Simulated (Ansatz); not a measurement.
`C=C[SiH2]S[SiH](F)F` + `O[SiH2]F` → `C=C[SiH2]O[SiH2]F` + `F[SiH](F)S`  (ligand exchange at the Si–S bond)

Gas-phase electronic energies from Ansatz, PBE0-D4/def2-TZVP geometries. CBS: MP2 limit from def2 TZ/QZ plus the TZ coupled-cluster correction, frozen cores. This one scheme is used for every species. Functionals use def2-TZVPP. B3LYP here is the variant with VWN-RPA as its local correlation; programs differ in this. Each species was taken in one conformer, which may not be the lowest.

`C=C[SiH2]S[SiH](F)F`:

Cartesian coordinates in Å:
```
C 1.534 0.187 -1.382
C 0.663 -0.760 -1.042
Si 0.449 -1.291 0.715
S -1.543 -0.861 1.442
Si -1.729 1.133 0.818
F -0.373 1.931 1.037
F -2.056 1.247 -0.729
H 1.661 0.513 -2.410
H 2.154 0.685 -0.641
H 0.051 -1.216 -1.817
H 1.457 -0.605 1.560
H 0.541 -2.762 0.886
H -2.809 1.799 1.563
```

`O[SiH2]F`:

Cartesian coordinates in Å:
```
O 1.215 0.338 -0.171
Si -0.323 -0.030 0.224
F -0.600 -1.591 0.045
H 1.477 0.317 -1.092
H -0.476 0.305 1.652
H -1.294 0.660 -0.657
```

`C=C[SiH2]O[SiH2]F`:

Cartesian coordinates in Å:
```
C 0.619 0.953 2.028
C -0.539 1.239 1.440
Si -1.127 0.396 -0.098
O 0.018 -0.690 -0.557
Si 0.786 -1.442 -1.763
F -0.148 -2.586 -2.363
H 0.949 1.456 2.932
H 1.287 0.197 1.625
H -1.174 2.004 1.887
H -2.406 -0.319 0.144
H -1.339 1.382 -1.193
H 1.080 -0.499 -2.865
H 1.995 -2.092 -1.218
```

`F[SiH](F)S`:

Z-matrix (Å, degrees):
```
Si
F 1 1.585
S 1 2.104 2 111.3
F 1 1.585 2 105.3 3 120.8
H 1 1.470 2 109.7 3 -121.2
H 3 1.346 1 93.3 2 58.6
```

| level | ΔE (kJ/mol) | difference from CCSD(T)/CBS |
| --- | --- | --- |
| PBE-D4 | -21.9 | 16.1 |
| PBE0-D4 | -26.8 | 11.2 |
| B3LYP-D4 | -39.2 | -1.2 |
| ωB97M-V | -36.9 | 1.1 |
| r2SCAN | -35.4 | 2.6 |
| B3LYP | -48.7 | -10.7 |
| HF/def2-TZVPP | -65.1 | -27.1 |
| MP2/def2-TZVPP | -35.1 | 2.9 |
| SCS-MP2/def2-TZVPP | -43.2 | -5.2 |
| CCSD/def2-TZVPP | -46.3 | -8.3 |
| CCSD(T)/def2-TZVPP | -41.1 | -3.1 |
| HF/def2-QZVPP | -67.6 | -29.6 |
| MP2/def2-QZVPP | -34.2 | 3.8 |
| SCS-MP2/def2-QZVPP | -42.3 | -4.3 |
| HF/CBS(def2) | -68.0 | -30.0 |
| CCSD/CBS(def2) | -43.2 | -5.2 |
| CCSD(T)/CBS | -38.0 | 0 |

Largest T1 diagnostic among the species: 0.012.

The D4 term adds +9.5 kJ/mol with B3LYP and +5.3 kJ/mol with PBE0; it sums over pairs of atoms, weighted by their polarisabilities, and B3LYP, whose exchange is more repulsive, gets the larger term. In def2-TZVPP, CCSD(T) changes the Hartree–Fock value by +24.0 kJ/mol (the triples alone add +5.2 kJ/mol) and MP2 by +30.0 kJ/mol.
